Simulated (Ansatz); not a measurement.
Ideal-gas functions of CH$_{3}$BN$_{2}$S (`NB1N=CS1`) at 500 K and 1 bar, from an Ansatz frequency run at PBE0-D4/def2-TZVP.

Molar mass 85.93 g/mol, point group Cs (symmetry number 1), electronic degeneracy 1, moments of inertia 68.66, 120.568, 189.228 u Å². Harmonic wavenumbers (cm⁻¹, unscaled): 157, 284, 499, 521, 551, 588, 633, 734, 870, 930, 1061, 1288, 1457, 1598, 1635, 3110, 3620, 3725.

Use S(trans) = R[1.5 ln M + 2.5 ln T − 1.1517]; rotational temperatures θ = 24.2544 K / I; S(rot) = R[ln(√π/σ · √(T³/θAθBθC)) + 1.5]; for each mode x = 1.438777 ν̃/T, S = R[x/(eˣ − 1) − ln(1 − e⁻ˣ)] and H = RT x/(eˣ − 1); 1 cm⁻¹ = 0.0119627 kJ/mol; R = 8.31446 J/(mol·K).

Q: By hand: the entropy, in J/(mol·K).

A: Translation 175.1. Rotation: θ = 0.3533, 0.2012, 0.1282 K, giving 114.3. Vibration, mode by mode: 14.99, 10.22, 5.99, 5.68, 5.30, 4.87, 4.39, 3.49, 2.56, 2.24, 1.66, 0.98, 0.66, 0.47, 0.43, 0.01, 0.00, 0.00, in all 64.0. Electronic 0.0. Sum 353.4 J/(mol·K).

Q: By hand: H − E and G − E in kJ/mol, counted from the electronic energy.

A: Zero-point energy ½ × 23261 × 0.0119627 = 139.1; thermal vibration 19.0; translation, rotation and pV give 4 RT = 16.6. H − E = 174.7 kJ/mol, and G − E = 174.7 − 500 × 353.4/1000 = -2.0 kJ/mol.

Vibration gives 18 % of the entropy. The sum counts one conformer and one mirror image; others add a mixing term.
